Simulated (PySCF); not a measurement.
## Frontier levels across methods

Compound: H₆N₂SSi₂.
Z-matrix (Å and degrees, PBE0-D3(BJ)/def2-SVP geometry), rows numbered from 1:
```
S 
Si  1  2.1403
N   2  1.7417  1  117.27
Si  3  1.7474  2   93.70  1  -119.24
N   2  1.7419  1  117.33  3  -100.85
H   1  1.3517  2   94.11  3    50.37
H   2  1.4905  1  102.04  3   129.55
H   3  1.0087  2  132.46  1    58.69
H   4  1.4975  3  115.69  2   116.92
H   4  1.4956  3  115.62  2  -116.42
H   5  1.0087  2  132.45  1   -58.00
```

Basis pcSseg-2 throughout (PySCF), one geometry. The structure is a single PBE0-D3(BJ)/def2-SVP conformer in the gas phase; no vibrational or solvent corrections.

Question: How do the orbital energies, the gap and the dipole change with the method?

Answer: 
```csv
method,kind,HOMO (eV),LUMO (eV),gap (eV),μ (D),SCF cycles
BLYP,GGA,-5.77,-1.04,4.73,1.30,13
B97-D,GGA,-5.90,-1.02,4.88,1.34,14
OPBE,GGA,-5.92,-1.01,4.91,1.37,15
PBE,GGA,-5.94,-1.19,4.75,1.33,14
KT3,GGA,-5.99,-1.22,4.78,1.31,14
KT2,GGA,-6.01,-1.31,4.70,1.31,15
BP86,GGA,-6.04,-1.20,4.84,1.33,13
LDA,LDA,-6.09,-1.41,4.68,1.38,14
B97-2,global hybrid,-6.98,-0.34,6.64,1.41,13
B3LYP,global hybrid,-6.99,-0.57,6.42,1.38,12
PBE0,global hybrid,-7.25,-0.38,6.88,1.42,12
mPW1PW91,global hybrid,-7.27,-0.37,6.90,1.41,12
BHandHLYP,global hybrid,-8.39,0.42,8.81,1.47,11
CAM-B3LYP,range-separated hybrid,-8.59,0.54,9.13,1.45,12
wB97X-D,range-separated hybrid,-9.12,1.34,10.46,1.48,12
LC-wPBE,range-separated hybrid,-10.01,1.65,11.66,1.53,12
HF,Hartree–Fock,-10.18,2.34,12.52,1.57,10
```

The HOMO spans 4.41 eV, from BLYP down to HF, and the gap runs from 4.68 eV (LDA) to 12.52 eV (HF). Over the methods BLYP (0 %), B97-D (0 %), OPBE (0 %), PBE (0 %), KT3 (0 %), KT2 (0 %), BP86 (0 %), LDA (0 %), B97-2 (21 %), B3LYP (20 %), PBE0 (25 %), mPW1PW91 (25 %), BHandHLYP (50 %), HF (100 %), a straight line through the gap against the share of exact exchange rises by 0.78 eV for each 10 % (correlation coefficient 0.999). The dipole ranges from 1.30 D (BLYP) to 1.57 D (HF). This basis has no diffuse functions.

The vertical ΔSCF ionisation energy at CAM-B3LYP/def2-SVPD is 9.33 eV; −ε(HOMO) comes closest to it with wB97X-D (9.12 eV).
